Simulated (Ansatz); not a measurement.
Reaction (hydrogenolysis of the Si–Cl bond): `N[Si@H](Cl)O[Si@@H](N)O` + H₂ → `N[SiH2]O[SiH](N)O` + HCl

Isolated molecules relaxed with PBE0-D4/def2-TZVP in Ansatz; ΔE leaves out vibrations. CCSD(T)/CBS adds triple-zeta CCSD(T) − MP2 to the extrapolated MP2 energy (def2 sets, frozen cores). This one scheme is used for every species. Functionals use def2-TZVPP. B3LYP here is the variant with VWN-RPA as its local correlation; programs differ in this. Each species was taken in one conformer, which may not be the lowest.

`N[Si@H](Cl)O[Si@@H](N)O`:

Cartesian coordinates in Å:
```
N 1.626 -0.414 1.398
Si -0.008 0.059 1.443
O -0.271 1.125 2.652
O -0.320 0.732 -0.020
Si -0.340 0.473 -1.614
N -1.420 -0.778 -1.990
Cl 1.501 -0.167 -2.294
H 2.065 -0.876 2.175
H 2.062 -0.649 0.521
H -1.005 -1.002 1.702
H 0.360 1.844 2.727
H -0.573 1.781 -2.255
H -2.357 -0.795 -1.622
H -1.320 -1.332 -2.823
```

H₂:

```xyz
2

H    -0.081    0.225   -0.286
H     0.081   -0.225    0.286
```

`N[SiH2]O[SiH](N)O`:

Z-matrix (Å, degrees):
```
Si
O 1 1.637
N 1 1.728 2 109.6
H 1 1.486 2 107.2 3 123.1
H 1 1.483 2 110.3 3 -116.6
Si 2 1.641 1 128.9 3 -8.2
H 3 1.009 1 118.8 2 81.2
H 3 1.008 1 118.2 2 -139.8
N 6 1.718 2 105.7 1 -67.9
O 6 1.634 2 112.6 1 50.3
H 6 1.477 2 107.5 1 167.3
H 9 1.009 6 118.3 2 167.9
H 9 1.009 6 119.1 2 -53.2
H 10 0.966 6 111.4 2 -46.1
```

HCl:

Cartesian coordinates in Å:
```
Cl 0.228 0.012 -0.597
H -0.228 -0.012 0.597
```

```tsv
level	ΔE (eV)
PBE-D4	0.94
r2SCAN-D4	1.02
B3LYP-D4	0.97
ωB97M-V	0.97
PBE0	0.91
MP2/def2-TZVPP	1.00
CCSD(T)/def2-TZVPP	0.90
HF/def2-QZVPP	0.92
```

(1) What does CCSD(T)/CBS give? (Best estimate.)

Largest T1 diagnostic among the species: 0.011.

Results:

(1) The calculation gave: +0.97 eV. The listed levels differ from it by -0.03, 0.05, 0.00, 0.00, -0.06, 0.03, -0.07, -0.05 eV.

The D4 term adds +0.07 eV with B3LYP and +0.04 eV with PBE0; it sums over pairs of atoms, weighted by their polarisabilities, and B3LYP, whose exchange is more repulsive, gets the larger term.
